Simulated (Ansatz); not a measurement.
`CC#[C][SnH3]`, relaxed with RKS PBE0-D4/def2-TZVP in Ansatz 0.2.0 from a PBE-D4/def2-SVP geometry. The force threshold is 0.005 eV/Å; the program also tests the step.

The species carries charge 0 and has multiplicity 1. Sn: def2 effective core potential.

Start:

```xyz
10

C    -2.125   -1.050   -0.043
C    -0.819   -0.406   -0.019
C     0.285    0.139    0.002
Sn    2.161    1.068    0.044
H    -2.499   -1.247    0.984
H    -2.087   -2.023   -0.576
H    -2.879   -0.417   -0.557
H     2.111    2.457   -0.977
H     3.343   -0.051   -0.526
H     2.509    1.531    1.668
```

```json
{"step": "1", "energy (eV)": "-9035.3569", "largest force (eV/Å)": "1.224", "largest move (Å)": "0.000"}
{"step": "2", "energy (eV)": "-9035.4063", "largest force (eV/Å)": "0.205", "largest move (Å)": "0.055"}
{"step": "3", "energy (eV)": "-9035.4122", "largest force (eV/Å)": "0.025", "largest move (Å)": "0.013"}
{"step": "4", "energy (eV)": "-9035.4123", "largest force (eV/Å)": "0.007", "largest move (Å)": "0.003"}
{"step": "5 (rejected)", "energy (eV)": "-9035.4123", "largest force (eV/Å)": "0.025", "largest move (Å)": "0.001"}
{"step": "6", "energy (eV)": "-9035.4123", "largest force (eV/Å)": "0.001", "largest move (Å)": "0.001"}
```

End:

```xyz
10

C    -2.105   -1.040   -0.043
C    -0.806   -0.399   -0.018
C     0.278    0.136    0.004
Sn    2.134    1.054    0.044
H    -2.466   -1.230    0.971
H    -2.057   -1.997   -0.569
H    -2.840   -0.412   -0.551
H     2.084    2.426   -0.965
H     3.300   -0.051   -0.520
H     2.479    1.512    1.648
```

It took 16 s on 4 threads of an Arm Neoverse V1 on a shared host, with 0.42 GiB of host memory at the peak.
